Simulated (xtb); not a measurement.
Input file for xtb: GFN-FF on CH4BrF (a complex), monomers drawn apart or pushed together.

```
$ xtb mol.xyz --gfnff --sp --chrg 0 --uhf 0
7

F     -0.03944370    -0.14847424     0.64158482
H     -0.06251873    -0.64868843     1.43193789
C     -0.33939768     0.78404486     5.70483553
Br    -0.26118486    -1.17964624     5.63904723
H     -1.27785074     1.05007530     6.17706474
H     -0.28963308     1.13722706     4.68128168
H      0.51128966     1.11760117     6.28753501
```

Problem. What total energy does the run end on?

Solution. -0.7356 hartree.
